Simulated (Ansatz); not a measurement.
Consider the atomization: `C[SiH2]NCO` → 2 C• + 9 H• + N• + O• + Si•.

Gas-phase electronic energies from Ansatz, PBE0-D4/def2-TZVP geometries. CCSD(T)/CBS is the MP2 limit (def2-TZVPP, def2-QZVPP) plus CCSD(T) − MP2 in def2-TZVPP, frozen cores. This one scheme is used for every species, atoms too. DFT in def2-TZVPP. No spin–orbit coupling; open shells (•) take unrestricted orbitals. Spin–orbit coupling would lower the free atoms: a little for C, O, Si. Each species was taken in one conformer, which may not be the lowest.

`C[SiH2]NCO`:

Cartesian coordinates in Å:
```
C 2.181 0.407 0.002
Si 0.577 0.229 -0.940
N -0.854 0.463 -0.011
C -1.425 -0.499 0.879
O -2.765 -0.805 0.573
H 2.236 -0.313 0.822
H 2.279 1.410 0.424
H 3.035 0.231 -0.658
H 0.516 -1.151 -1.502
H 0.540 1.232 -2.039
H -1.274 1.377 0.052
H -0.798 -1.402 0.847
H -1.453 -0.146 1.914
H -2.796 -1.032 -0.362
```

Task: What is ΔE at CCSD(T)/CBS? (Estimate.)

Result: The calculation gave: +52.66 eV.

Task: What do these levels give: ωB97M-V, PBE, MP2/def2-TZVPP, MP2/def2-QZVPP, HF/CBS(def2), CCSD/CBS(def2)? (An estimate is asked.)

Result: The calculation gave: ωB97M-V 52.80, PBE 53.09, MP2/def2-TZVPP 51.75, MP2/def2-QZVPP 52.59, HF/CBS(def2) 38.06, CCSD/CBS(def2) 51.99 eV.

Largest T1 diagnostic among the species: 0.012.

From PBE to PBE0 (25 % exact exchange), in def2-TZVPP and without D4, ΔE moves by −0.79 eV: exact exchange takes away binding that semilocal exchange gives to molecules. The D4 term adds +0.42 eV with B3LYP and +0.22 eV with PBE0; it sums over pairs of atoms, weighted by their polarisabilities, and B3LYP, whose exchange is more repulsive, gets the larger term.

B3LYP here is the variant with VWN-RPA as its local correlation; programs differ in this.

For atomizations the MP2-based limit and the directly extrapolated one differ by several kJ/mol either way, and by 10 to 25 for some Ge, Se and Sn compounds, so smaller differences from it don't rank the levels.
